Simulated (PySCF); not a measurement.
## Gas-phase XPS of `FB(F)C=S`, computed

Species: CHBF2S.
Numbering: `[F:1][B:2]([F:3])[CH:4]=[S:5]`

Computed, not measured: delta-SCF UKS SCAN, pcX-2 on the ionised atom, pcseg-1 elsewhere, spin-free X2C in PySCF 2.14.0. Vertical ΔSCF values, vacuum level as zero.

Task: What binding energy does each computed site have?

Result: 
```tsv
atom(s)	environment	level	binding energy (eV)	count
F1/F3	boron-bound fluorine	F 1s	693.99	2
C4	thiocarbonyl carbon	C 1s	292.37	1
S5	thiocarbonyl sulfur	S 1s	2477.85	1
```

Task: Which effective nuclear charge Zeff reproduces each element's mean 1s value in the hydrogen-like formula E = 13.606 eV × Zeff²?

Result: C (Z = 6): mean 292.4 eV, Zeff = 4.64, Z − Zeff = 1.36; F (Z = 9): mean 694.0 eV, Zeff = 7.14, Z − Zeff = 1.86; S (Z = 16): mean 2477.9 eV, Zeff = 13.50, Z − Zeff = 2.50. Means run over the listed sites, weighted by atom count.

Task: Which photon energy gives electrons from S 1s of S5 a kinetic energy of 100 eV, and what is their de Broglie wavelength?

Result: hν = 2477.85 + 100 = 2577.85 eV, recoil neglected; λ = 12.264 Å/√(E/eV) = 1.23 Å.

One atom of each set of topologically equivalent atoms was ionised and stands for the set; in this conformer not all members are related by symmetry, and their own values weren't computed. Not every level is listed. The unrestricted hole states depart most from a pure doublet (⟨S²⟩ = 0.75; over 0.85 named) for C 1s of C4 (0.95), which makes this value less certain. No level of boron is listed. Isolated species at its PBE0-D3(BJ)/def2-SVP geometry, gas phase.

The values belong to the conformer `[F:1][B:2]([F:3])[CH:4]=[S:5]`: F1–B2–C4–S5 7°.
